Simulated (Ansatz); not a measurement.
`[CH3][GeH]([F])[Cl]` + H₂ → `[CH3][GeH2][Cl]` + H–F at 400 K and 1 bar (hydrogenolysis of a Ge–F bond).

Isolated molecules relaxed with PBE0-D4/def2-TZVP in Ansatz; ΔE leaves out vibrations. CBS: MP2 limit from def2 TZ/QZ plus the TZ coupled-cluster correction, frozen cores. This one scheme is used for every species. For Ge outer-core shells are correlated without core-valence functions, which leaves a few kJ/mol of doubt a bond. Scalar relativity is left out up to krypton.

| species | CCSD(T)/CBS energy (Eh) | H − E (kJ/mol) | S (J/(mol·K)) |
| --- | --- | --- | --- |
| `[CH3][GeH]([F])[Cl]` | -2676.23424 | 156.0 | 364.5 |
| H₂ | -1.17544 | 38.0 | 139.0 |
| `[CH3][GeH2][Cl]` | -2576.99593 | 166.6 | 339.0 |
| H–F | -100.39570 | 36.5 | 182.2 |

H − E and S are ideal-gas, rigid-rotor, harmonic terms from PBE0-D4/def2-TZVP, for one conformer and one mirror image of each species. The MP2-based limit puts H₂ 0.8 mEh under its directly extrapolated value; such offsets cancel only in part. 1 Eh = 2625.50 kJ/mol, R = 8.31446 J/(mol·K).

Question: By hand: ΔE, ΔH, ΔS and ΔG.

Answer: ΔE = (-2576.99593) + (-100.39570) − (-2676.23424) − (-1.17544) = 0.01805 Eh = 47.4 kJ/mol. Δ(H − E) = 166.6 + 36.5 − 156.0 − 38.0 = 9.1, so ΔH = 56.5 kJ/mol. ΔS = 339.0 + 182.2 − 364.5 − 139.0 = 17.7 J/(mol·K). ΔG = 56.5 − 400 × (17.7)/1000 = 49.4 kJ/mol.

Question: By hand: the equilibrium constant, and the temperature at which ΔG would vanish if ΔH and ΔS stayed fixed.

Answer: log₁₀ K = −ΔG/(RT ln 10) = -6.5. ΔG = 0 at ΔH/ΔS = 3192 K, far beyond where these terms or the molecules hold.

ΔH outweighs TΔS. A doubt of 5 kJ/mol in ΔE shifts log₁₀ K by 0.7 here. Other conformers and mirror images would add mixing entropy, several J/(mol·K) or more a flexible species. These are equilibria of isolated gas molecules and say nothing of rates. Largest T1 diagnostic: 0.011 (customary marks: 0.02 for closed shells, 0.045 for open ones).
